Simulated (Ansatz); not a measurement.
Calculated with Ansatz (gas phase, PBE0-D4/def2-TZVP geometries, no zero-point term in ΔE). CCSD(T)/CBS is the MP2 limit (def2-TZVPP, def2-QZVPP) plus CCSD(T) − MP2 in def2-TZVPP, frozen cores. This one scheme is used for every species, atoms too. DFT in def2-TZVPP. HSE06 is defined as in plane-wave codes. Open shells (•) are unrestricted, without spin–orbit coupling. Spin–orbit coupling would lower the free atoms: a little for Cl, O, Si; strongly for Sn. def2 core potentials past Kr. For Sn outer-core shells are correlated without core-valence functions, so the limit isn't a true one: a few kJ/mol of doubt a bond, and 10 to 20 or more in all where bonds break to atoms. One conformer a species, not always the lowest.

Reaction (atomization): `O[Si](O)(O)[O][Sn]([Cl])([Cl])[O][Si](O)(O)O` → 2 Cl• + 6 H• + 8 O• + 2 Si• + Sn•

```
             level  ΔE (eV)  difference from CCSD(T)/CBS
            PBE-D4    82.73                         0.24
            B97M-V    81.82                        -0.67
           PBE0-D4    80.39                        -2.10
        r2SCANh-D4    80.89                        -1.60
           ωB97M-V    81.86                        -0.63
            B2PLYP    80.11                        -2.38
           r2SCANh    80.64                        -1.85
             HSE06    79.74                        -2.75
             BHLYP    76.24                        -6.25
         CAM-B3LYP    80.79                        -1.70
      MP2/def2-SVP    77.00                        -5.49
     HF/def2-TZVPP    55.68                       -26.81
    MP2/def2-TZVPP    82.62                         0.13
    MP2/def2-QZVPP    84.54                         2.05
SCS-MP2/def2-QZVPP    83.08                         0.59
    CCSD/CBS(def2)    80.79                        -1.70
       CCSD(T)/CBS    82.49                            0
```

Largest T1 diagnostic among the species: 0.013.

At CCSD(T), def2-SVP lies −8.60 eV from the extrapolated value and def2-TZVPP −3.16 eV: correlation converges slowly with the basis, and small sets miss more of it in the bonded molecule than in its fragments. In def2-TZVPP, CCSD(T) changes the Hartree–Fock value by +23.65 eV (the triples alone add +1.70 eV) and MP2 by +26.94 eV; breaking electron pairs costs correlation energy, which Hartree–Fock lacks. The D4 term adds +1.34 eV with B3LYP and +0.74 eV with PBE0; it sums over pairs of atoms, weighted by their polarisabilities, and B3LYP, whose exchange is more repulsive, gets the larger term.

B3LYP here is the variant with VWN-RPA as its local correlation; programs differ in this.

For atomizations the MP2-based limit and the directly extrapolated one differ by several kJ/mol either way, and by 10 to 25 for some Ge, Se and Sn compounds, so smaller differences from it don't rank the levels.
